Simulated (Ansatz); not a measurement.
Correlation energies of C$_{2}$H$_{8}$AlFSe (`[CH3][Al-]([CH3])([F])[SeH2+]`) by basis set

```xyz
13

C    -1.7096   -0.1045    0.9120
Al    0.1599    0.2312    0.4452
C     0.7152    1.5917   -0.8457
F     1.2940   -0.1851    1.6083
Se    0.6421   -2.0067   -1.0502
H    -2.3526   -0.1568    0.0275
H    -1.8412   -1.0313    1.4782
H    -2.1010    0.7051    1.5379
H     1.7668    1.4948   -1.1315
H     0.5949    2.5952   -0.4227
H     0.1143    1.5622   -1.7603
H     2.0956   -1.8296   -0.9389
H     0.6216   -2.8664    0.1401
```

Total charge 0; spin multiplicity 1. Correlated methods include outer-core shells of Se, which these sets cover unevenly. Scalar relativity is left out up to krypton. The structure was optimised at the PBE0-D4/def2-TZVP level. It is one conformer, not always the lowest. Frozen core, restricted reference, the Gaussian-basis code of Ansatz.

| basis | HF (Eh) | MP2 corr. | CCSD corr. | (T) | CCSD(T) total |
| --- | --- | --- | --- | --- | --- |
| def2-SVP | -2821.17929 | -0.79778 | -0.84915 | -0.01936 | -2822.04780 |
| def2-TZVPP | -2821.77758 | -0.98761 | -1.03325 | -0.03503 | -2822.84586 |
| def2-QZVPP | -2821.84119 | -1.34518 | – | – | – |
